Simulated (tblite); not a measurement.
Species: C₆H₄F₃O₃S (charge +1).
Structure used (GFN2-xTB), in Å, numbered top down from 1:
```xyz
17
C6H4F3O3S angstrom
O      1.7116    1.5805    1.8470
S      1.6756    0.2680    1.3247
O      1.8841   -0.8816    2.1205
C     -0.0403    0.0568    0.5913
C     -0.8511   -1.0152    0.8926
C     -2.1483   -1.0209    0.3725
C     -2.5592    0.0527   -0.4184
C     -1.6597    1.0746   -0.6538
O     -0.4484    1.0530   -0.1524
C      2.6607    0.1435   -0.2972
F      3.9483    0.0848   -0.1170
F      2.3236    1.1796   -1.0466
F      2.2080   -0.9613   -0.8829
H     -0.4654   -1.8080    1.5174
H     -2.8205   -1.8417    0.5835
H     -3.5529    0.0940   -0.8394
H     -1.8731    1.9534   -1.2538
```

The geometry is computed with GFN2-xTB (gas phase).

Take the most abundant isotopes and a rigid rotor. The values belong to one conformer with, in the numbering `[O:1]=[S:2](=[O:3])([c:4]1[cH:5][cH:6][cH:7][cH:8][o+:9]1)[C:10]([F:11])([F:12])[F:13]`, O1–S2–C4–C5 -129°.

Task: What are A, B and C (MHz)?

Result: Ia = 382.65, Ib = 937.52, Ic = 1017.67 u·Å²; 505379 MHz·u·Å²/I gives A = 1321, B = 539.1, C = 496.6 MHz.

Task: What kind of rotor is it?

Result: An asymmetric top: κ = (2 × 539.1 − 1321 − 496.6)/(1321 − 496.6) = -0.90.

Task: Is it planar, by Δ = Ic − Ia − Ib?

Result: Not planar: Δ = Ic − Ia − Ib = -302.51 u·Å². For a rigid frame Δ = −2 Σ m c², so Σ m c² = 151.25 u·Å² lies off the ab plane: 6.28 from hydrogen and 144.97 from heavier atoms. The atom farthest from that plane is 1.79 Å away.

Task: Give the other two planar moments, Paa and Pbb, and the rms extents of the mass along the axes.

Result: Paa = Σ m a² = (Ib + Ic − Ia)/2 = 786.27 and Pbb = Σ m b² = (Ia + Ic − Ib)/2 = 231.40 u·Å². With the mass M = 212.98 u, the rms extents √(P/M) along a, b and c are 1.92, 1.04, 0.84 Å.

Task: Estimate the classical rotational partition function at 10 K, 100 K and 298.15 K.

Result: Point group C1, symmetry number σ = 1; q = (√π/σ)·√((kT/h)³/(ABC)), k/h = 20836.6 MHz/K: 8970 at 10 K, 284000 at 100 K, 1460000 at 298.15 K.

Its lowest GFN2-xTB frequency is 7 cm⁻¹, too small to tell a flat minimum from a shallow saddle. Zero-point vibration and centrifugal distortion are left out.
